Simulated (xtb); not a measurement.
xtb input:

```bash
xtb mol.xyz --gfn 1 --opt tight --chrg 0 --uhf 0
```
mol.xyz:
```
9

C     -2.99638434    -0.77388137    -0.65880699
C     -2.25867451     0.01858898     0.10526688
Ge    -0.32674209     0.03157839     0.04411417
Br     0.45195496     2.13784440    -0.52136063
Br     0.55326767    -0.50184073     2.11861031
Br     0.46125571    -1.49211075    -1.50965056
H     -4.07930624    -0.75853706    -0.60190564
H     -2.55663400    -1.46558069    -1.36730748
H     -2.70470133     0.70911119     0.81283125
```

Q: Which total energy does the run end on?

A: -19.27605 Eh (GFN1-xTB).
